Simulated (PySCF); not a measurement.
C₆ coefficients of unlike pairs at PBE0

Calculated with PySCF 2.14 from the dipole response of each species, C₆(A,B) = (3/π) ∫ α_A(iu) α_B(iu) du, in atomic units, from isotropic polarisabilities. For ions this is the dispersion term alone; charge-induced terms of lower order in 1/R come first.

| species | configuration | basis | relativity | α (bohr³) | C₆ (like pair) |
| --- | --- | --- | --- | --- | --- |
| V³⁺ | [Ar] 3d2 (3F) | def2-TZVPPD (6s6p4d2f1g) | none | 2.163 | 5.480 |
| Ar²⁺ | [Ne] 3s2 3p4 (3P) | def2-QZVPPD (10s7p5d2f1g) | none | 4.796 | 16.81 |
| Rh²⁺ | [Kr] 4d7 (4F) | def2-QZVPPD with the def2 core potential (28 electrons) (7s5p4d4f2g) | core potential | 7.226 | 38.25 |
| Mg²⁺ | [Ne] (1S) | aug-cc-pCVTZ-DK with one added diffuse shell each of s, p, d, f type (9s8p6d4f) | spin-free X2C | 0.4500 | 0.5134 |

Q: Estimate C₆ for Mg²⁺ with Ar²⁺.

A: The integral gives 2.471. The combination rule 2 C_A C_B / (C_A α_B/α_A + C_B α_A/α_B) gives 2.449 and the geometric mean 2.938.

No spin-orbit coupling is included.

The other pairs:

| pair | C₆ |
| --- | --- |
| Mg²⁺, V³⁺ | 1.583 |
| Rh²⁺, V³⁺ | 14.22 |
| Ar²⁺, V³⁺ | 9.283 |
| Mg²⁺, Rh²⁺ | 3.876 |
| Rh²⁺, Ar²⁺ | 25.27 |
